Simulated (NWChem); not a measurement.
## Lowest excitation of HB

```xyz
2

B      0.0000     0.0000     0.2087
H      0.0000     0.0000    -1.0435
```
Charge 0, spin multiplicity 1.

All runs are NWChem calculations. The geometry was optimised at PBE0/def2-SVP, a minimum by its harmonic frequencies.

Basis set: def2-SVPD.

```csv
method,lowest vertical singlet excitation energy (eV),difference from EOM-CCSD
EOM-CCSD,2.96,0.00
CIS,2.82,-0.14
TD-PBE,2.65,-0.31
TDA-BHandHLYP,2.83,-0.12
TD-B3LYP,2.66,-0.29
```

The values span 0.31 eV, from TD-PBE (lowest) to EOM-CCSD (highest). 

The correlated methods keep 1 core orbital frozen. B3LYP has NWChem's definition, with VWN1-RPA local correlation. The structure started from a generated list of species. No row is a measurement; the coupled-cluster row has its own basis-set and correlation limits.
